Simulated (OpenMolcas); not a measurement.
# Ionisation energies of iron

```yaml
Program: OpenMolcas
Basis: ANO-RCC-VTZP [6s5p3d2f1g]
Scalar_Hamiltonian: DKH2, point nucleus
Spin-orbit_coupling: state interaction with AMFI integrals over the reference wave functions, term energies averaged over their components
```

Active shells in each charge state: the valence d shell, with orbitals averaged over the low states. Where CASPT2's correlated closed shells are named, they are those of the first ion.

A. CASSCF
B. SS-CASPT2, IPEA 0.25 Eh, imaginary shift 0.1 Eh (closed shells correlated: 3s 3p)
C. SS-CASPT2, IPEA 0.25 Eh, imaginary shift 0.1 Eh (closed shells correlated: 2s 2p 3s 3p)
D. SS-CASPT2, IPEA 0.25 Eh, imaginary shift 0.1 Eh (closed shells correlated: none)
E. SS-CASPT2, IPEA 0 Eh, imaginary shift 0.1 Eh (closed shells correlated: 3s 3p)

Energies in eV between the lowest computed levels, named as in B; reference values from the NIST Atomic Spectra Database with their kind.

| From | To | A | B | C | D | E | Spin-orbit share in B | Reference |
| --- | --- | --- | --- | --- | --- | --- | --- | --- |
| Fe2+ 3d⁶ ⁵D₄ | Fe3+ 3d⁵ ⁶S_5/2 | 28.448 | 30.557 | 30.566 | 30.135 | 30.557 | +0.053 | 30.651 (measured) |
| Fe3+ 3d⁵ ⁶S_5/2 | Fe4+ 3d⁴ ⁵D₀ | 53.931 | 55.078 | 55.089 | 54.810 | 55.148 | -0.103 | 54.910 (measured) |
| Fe4+ 3d⁴ ⁵D₀ | Fe5+ 3d³ ⁴F_3/2 | 74.446 | 75.391 | 75.406 | 75.087 | 75.432 | -0.050 | 75.000 (semi-empirical) |
| Fe5+ 3d³ ⁴F_3/2 | Fe6+ 3d² ³F₂ | 98.686 | 99.379 | 99.391 | 99.031 | 99.432 | -0.014 | 98.985 (measured) |
| Fe6+ 3d² ³F₂ | Fe7+ 3d ²D_3/2 | 125.074 | 125.527 | 125.534 | 125.191 | 125.570 | +0.033 | 124.967 (measured) |
| Fe7+ 3d ²D_3/2 | Fe8+ 3p⁶ ¹S₀ | 151.382 | 151.850 | 151.819 | 151.382 | 151.895 | +0.135 | 151.060 (measured) |

Error against the reference values, in %:

| From | Reference | A | B | C | D | E |
| --- | --- | --- | --- | --- | --- | --- |
| Fe2+ | measured | -7.2 | -0.3 | -0.3 | -1.7 | -0.3 |
| Fe3+ | measured | -1.8 | +0.3 | +0.3 | -0.2 | +0.4 |
| Fe4+ | semi-empirical | -0.7 | +0.5 | +0.5 | +0.1 | +0.6 |
| Fe5+ | measured | -0.3 | +0.4 | +0.4 | 0 | +0.5 |
| Fe6+ | measured | +0.1 | +0.4 | +0.5 | +0.2 | +0.5 |
| Fe7+ | measured | +0.2 | +0.5 | +0.5 | +0.2 | +0.6 |

Mean absolute error over the 5 measured values: A 0.78 eV, B 0.40 eV, C 0.40 eV, D 0.24 eV, E 0.44 eV. D lies closest.

The lowest level within the active space need not be the ion's true ground level.
